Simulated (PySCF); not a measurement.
## MgPb and its ions

PBE0; PySCF, scalar-relativistic core potentials, basis sets Mg aug-cc-pVDZ, Pb aug-cc-pVDZ-PP with ECP60. Neutral (UKS): triplet (π ↑↑), Re = 2.824 Å, ωe = 203 cm⁻¹, De = 0.85 eV, HOMO -4.62 eV, LUMO -2.61 eV.

MgPb⁻ (UKS): quartet (σ ↑, π ↑↑), Re = 2.987 Å, ωe = 161 cm⁻¹, De = 0.85 eV to Mg + Pb⁻. The energies at the minima are -392.82511 hartree for MgPb and -392.87311 for MgPb⁻.

Work out the adiabatic electron affinity, without and with harmonic zero-point energies (1 hartree = 27.2114 eV, 1 eV = 8065.5 cm⁻¹), and the change of the bond length.

At PBE0: 0.04800 hartree = 1.306 eV between the minima; the zero-point term (203.0 − 161.0)/2 cm⁻¹ = +0.003 eV makes it 1.309 eV. Re changes by +16.3 pm against the neutral. The electron enters a σ orbital, and the longer bond of the ion fits an antibonding orbital, or a change in how ionic the bond is.

These are scalar-relativistic numbers at best; spin–orbit coupling would shift them, the dissociation energy most. For an ion De counts to the pair picked by the measured ionisation energies or electron affinities, which need not be the lowest pair at this level. The highest Kohn–Sham level is positive in this anion. Much of that is self-interaction error, but it also means that the finite basis helps to hold the extra electron. States were picked by a PBE0 search and need not be the measured ground states.
